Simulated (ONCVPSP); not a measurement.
carbon, ONCV: configuration errors across variants

ONCVPSP 4.0.1 input, shortened (lines: element, Z, core and valence counts, functional; n l f; lmax; l rc ep ncon nbas qcut; lloc lpopt rc5 dvloc0; l nproj debl; icmod fcfact rcfact), PW91, scalar-relativistic:

```
  C 6.00    1    2  -109134      upf
    1    0    2.00
    2    0    2.00
    2    1    1.00
    2
    0    1.15    0.00    3    6    6.60
    1    2.65    0.00    4    7    5.50
    2    2.50    0.32    4    8    4.30
    4    3    1.00    2.00
    0    2    2.60
    1    2    2.80
    2    1    1.40
    3    6.00    1.30
```

All-electron excitation energies from the reference (eV): (1) 2s2 2p2 -10.928; (2) 2s2 2p0 24.232; (3) 2s1 2p0 72.489; (4) 2s1 2p2 8.738.

1 further variants failed, have other tests or another functional or relativity, and are left out.

Errors AE − PS in meV (a dash: test not solved or not reliable):

```csv
change,(1),(2),(3),(4),bound ghosts,GHOST(+) flags above zero
base,+105,+337,+857,-11,none,none
p: qcut 3.7,+194,+571,+1391,-30,none,none
s: qcut 9.9,+104,+335,+868,-9.9,none,none
d: nbas 7,+105,+337,+857,-11,none,none
p: rc 2.8,+123,+386,+966,-15,none,none
d: rc 3.34,+105,+337,+857,-11,none,none
```

Question: Give the same row for: core correction Teter function, fcfact 1.3, rcfact 1.3.

Answer: +103, +335, +841, -9.9; bound ghosts: none; GHOST(+) flags above zero: none.
